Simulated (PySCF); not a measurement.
Mo(S)2(OH)(Me) (CH4MoOS2), SMILES [CH3][Mo]([OH])(=[S])=[S], multiplicity 1.

Coordinates come from a B3LYP-D3(BJ)/def2-SVP optimisation. The spin state was assumed, not searched. The def2 effective core potentials stand for the cores of Mo; spin–orbit coupling is left out. Other conformers were not sampled.

Method: PBE/def2-TZVP run with PySCF.

Question: Estimate the frontier levels, gap, dipole moment and polarisability. (Estimate from the structure and the level; the computed values follow.)

Answer: 
```json
{
 "highest_occupied_level": "-6.14 eV",
 "lowest_empty_level": "-3.77 eV",
 "orbital_gap": "2.37 eV",
 "dipole_moment": "2.68 D",
 "quadrupole, principal values (traceless, Buckingham form, about the centre of nuclear charge)": "-7.45, -0.79, 8.24 D·Å",
 "mean_static_polarisability": "100.0 bohr³ (14.82 Å³)",
 "polarisability_principal_values": "82.4, 95.3, 122.4 bohr³"
}
```
